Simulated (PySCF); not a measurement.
CdHF, SMILES [F][CdH]. Heavy atoms are numbered as in [CdH:1][F:3]. Hydrogens are named by the atom that carries them.

Geometry: B3LYP-D3(BJ)/def2-TZVPD. The def2 effective core potentials stand for the cores of Cd; spin–orbit coupling is left out.

All values below come from r2SCAN/def2-TZVPD run with PySCF.

Mulliken values depend strongly on the basis, most of all with diffuse functions as here. ESP charges are fitted to the potential on shells at 1.4 to 2.0 van der Waals radii. Atomic charges (e), one atom of each kind:

```json
[
 {"atom": "Cd1 (CdH)", "ESP fit": "(withheld)", "Mulliken": "0.71"},
 {"atom": "H on Cd1", "ESP fit": "(withheld)", "Mulliken": "-0.06"},
 {"atom": "F3", "ESP fit": "(withheld)", "Mulliken": "-0.65"}
]
```

Complete the blanks. (The exact figures need the calculation; the answer reports its results.)


- Cd1 (CdH), ESP fit: 0.73
- H on Cd1, ESP fit: -0.24
- F3, ESP fit: -0.49
